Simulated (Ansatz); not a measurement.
Cost and result up the ladder for Si(PMe2)H3 (C2H9PSi) (13 atoms). Charge 0, multiplicity 1. Geometry: PBE-D4/def2-SVP.

```xyz
13

Si    1.0629   -0.3038    1.4848
P    -0.8741   -0.4557    0.3028
C    -0.1645   -1.1217   -1.3011
C    -1.0550    1.3547   -0.1548
H     0.7001   -0.5404   -1.6831
H    -0.9633   -1.1134   -2.0704
H     0.1473   -2.1748   -1.1545
H    -0.1397    1.7986   -0.5980
H    -1.8836    1.4523   -0.8852
H    -1.3346    1.9339    0.7474
H     1.5484   -1.6883    1.8270
H     0.8039    0.4456    2.7658
H     2.1522    0.4129    0.7192
```

Ansatz on 4 threads of Intel Xeon on a shared host. Times are rough, and most runs start from the orbitals of an earlier one. CAM-B3LYP-D4/def2-TZVP serves as the yardstick here, not as an exact answer. Differences are given only for rows in sets of like size (and for xTB, whose basis is part of the method), since another set adds its own error. Binding counts from free atoms at the same level (Si triplet, P quartet, C triplet, H doublet; other spins of the atoms weren't run), without zero-point energy or a counterpoise term.

LC-ωPBE has ω = 0.4 bohr⁻¹. B3LYP takes the VWN-RPA correlation. Correlated methods freeze 12 core orbitals.

Correlated methods converge slowly with the basis.

| level | functions | wall time |
| --- | --- | --- |
| HF/STO-3G | 37 | 0.26 s |
| HF/6-31G | 62 | 0.56 s |
| PBE-D4/def2-SVP | 109 | 1.2 s |
| B3LYP-D4/6-31G | 62 | 1.3 s |
| LDA (SPW92)/def2-TZVP | 190 | 1.4 s |
| PBE0-D4/def2-SVP | 109 | 1.4 s |
| PBE-D4/def2-TZVP | 190 | 2.2 s |
| PBE-D4/def2-TZVPD | 241 | 2.9 s |
| LC-ωPBE/def2-TZVP | 190 | 3.1 s |
| r2SCAN-D4/def2-TZVP | 190 | 3.4 s |
| CAM-B3LYP-D4/def2-TZVP | 190 | 3.8 s |
| PBE0-D4/def2-TZVPD | 241 | 4 s |
| r2SCAN-D4/def2-TZVPD | 241 | 4.5 s |
| CCSD(T)/def2-TZVP | 190 | 36 s |

**Question.** Estimate what each level gives for the binding energy per atom (eV).

**Answer.** 
```csv
level,binding energy per atom (eV),difference from CAM-B3LYP-D4/def2-TZVP (eV)
HF/STO-3G,3.46,–
HF/6-31G,2.37,–
PBE-D4/def2-SVP,3.53,–
B3LYP-D4/6-31G,3.35,–
LDA (SPW92)/def2-TZVP,3.92,0.41
PBE0-D4/def2-SVP,3.50,–
PBE-D4/def2-TZVP,3.53,0.01
PBE-D4/def2-TZVPD,3.53,0.01
LC-ωPBE/def2-TZVP,3.47,-0.05
r2SCAN-D4/def2-TZVP,3.50,-0.01
CAM-B3LYP-D4/def2-TZVP,3.51,0.00
PBE0-D4/def2-TZVPD,3.50,-0.02
r2SCAN-D4/def2-TZVPD,3.50,-0.01
CCSD(T)/def2-TZVP,3.36,-0.15
```
